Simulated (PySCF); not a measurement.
B(Me)(Et)(OH) (C₃H₉BO), SMILES OB(C)CC.

Geometry optimised at B3LYP-D3(BJ)/def2-SVP. Other conformers were not sampled.

Method: PBE/def2-TZVP (PySCF).

Gas-phase values at a fixed geometry.

The total energy is -219.66419 hartree and the highest occupied level comes out as -6.66 eV. The lowest empty level is -0.40 eV. The orbital gap is 6.25 eV and the dipole moment is 1.31 D. The quadrupole, principal values (traceless, Buckingham form, about the centre of nuclear charge) is -5.43, 0.10, 5.33 D·Å, the mean static polarisability is 57.0 bohr³ (8.45 Å³) and the polarisability, principal values comes out as 47.5, 58.5, 65.0 bohr³.
